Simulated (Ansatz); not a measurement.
```yaml
crystal:
  periodic: [false, false, false]
  atoms:
    - {symbol: B, position_ang: [-0.133090, 0.556356, -0.936668]}
    - {symbol: C, position_ang: [-0.173024, 1.057890, 0.525332]}
    - {symbol: C, position_ang: [0.460393, -0.386667, 0.565467]}
    - {symbol: C, position_ang: [-0.410791, -0.933634, -0.630982]}
    - {symbol: H, position_ang: [0.581403, 0.973337, -1.801761]}
    - {symbol: H, position_ang: [-1.119888, 1.009522, 1.060113]}
    - {symbol: H, position_ang: [0.430899, 1.900435, 0.853385]}
    - {symbol: H, position_ang: [0.284777, -0.910450, 1.503643]}
    - {symbol: H, position_ang: [1.530902, -0.394460, 0.358760]}
    - {symbol: H, position_ang: [-0.002101, -1.726620, -1.252573]}
    - {symbol: H, position_ang: [-1.383979, -1.202713, -0.224314]}
basis:
  gaussian: {orbitals: "6-31G*"}
magnetization: {spin_polarized: true, initial_magnetization: 1}
hamiltonian: {xc: {name: wB97}, pseudopotentials: {relativity: scalar}}
scf: {lower_state_search: full}
```

```sh
$ ansatz run in.yaml --threads 2 --pin off --events-out ev --progress --plain --max-ram 4352MiB
```

Output, abridged:

```
Error: a molecule whose nuclei and cores have a total charge of 30 cannot have a net charge of 0 together with 1 unpaired electrons
```

**Question.** Something in this input is off. What?

**Answer.** The number of unpaired electrons doesn't fit the electron count. The input was rejected before any iteration.
